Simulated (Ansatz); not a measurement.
Consider the germylene loss: `N[SiH2][GeH3]` → `N[SiH3]` + `[GeH2]`.

Program: Ansatz. Geometries: PBE0-D4/def2-TZVP. ΔE: electronic, gas phase. CBS: MP2 limit from def2 TZ/QZ plus the TZ coupled-cluster correction, frozen cores. This one scheme is used for every species. Functionals use def2-TZVPP. B3LYP here is the variant with VWN-RPA as its local correlation; programs differ in this. HSE06 is defined as in plane-wave codes. For Ge outer-core shells are correlated without core-valence functions, which leaves a few kJ/mol of doubt a bond. Scalar relativity is left out up to krypton. One conformer a species, not always the lowest.

`N[SiH2][GeH3]`:

Z-matrix (Å, degrees):
```
Si
Ge 1 2.379
N 1 1.723 2 108.4
H 1 1.496 2 107.9 3 -126.0
H 1 1.487 2 110.7 3 117.5
H 2 1.539 1 111.0 3 173.1
H 2 1.542 1 110.4 3 53.9
H 2 1.538 1 111.7 3 -65.9
H 3 1.008 1 119.6 2 166.2
H 3 1.007 1 119.8 2 -51.1
```

`N[SiH3]`:

Cartesian coordinates in Å:
```
N -0.577 0.226 -0.868
Si 0.428 -0.189 0.465
H -0.644 1.188 -1.161
H -1.459 -0.245 -0.992
H 1.755 0.443 0.249
H -0.057 0.246 1.810
H 0.555 -1.669 0.498
```

`[GeH2]`:

Z-matrix (Å, degrees):
```
Ge
H 1 1.595
H 1 1.594 2 90.6
```

```
             level  ΔE (kJ/mol)  difference from CCSD(T)/CBS
           BLYP-D4        158.3                        -25.1
          B3LYP-D4        168.2                        -15.2
        r2SCANh-D4        200.1                         16.7
        r2SCAN0-D4        200.8                         17.4
          BHLYP-D4        175.9                         -7.5
      CAM-B3LYP-D4        176.6                         -6.8
            r2SCAN        197.8                         14.4
             HSE06        189.7                          6.3
             BHLYP        164.2                        -19.2
         CAM-B3LYP        169.4                        -14.0
       HF/def2-SVP        148.2                        -35.2
      MP2/def2-SVP        187.3                          3.9
CCSD(T)/def2-TZVPP        185.2                          1.8
     HF/def2-QZVPP        143.8                        -39.6
    MP2/def2-QZVPP        196.4                         13.0
SCS-MP2/def2-QZVPP        179.9                         -3.5
       CCSD(T)/CBS        183.4                            0
```

Largest T1 diagnostic among the species: 0.012.

From PBE to PBE0 (25 % exact exchange), in def2-TZVPP and without D4, ΔE moves by +7.5 kJ/mol. The D4 term adds +12.3 kJ/mol with B3LYP and +6.7 kJ/mol with PBE0; it sums over pairs of atoms, weighted by their polarisabilities, and B3LYP, whose exchange is more repulsive, gets the larger term.
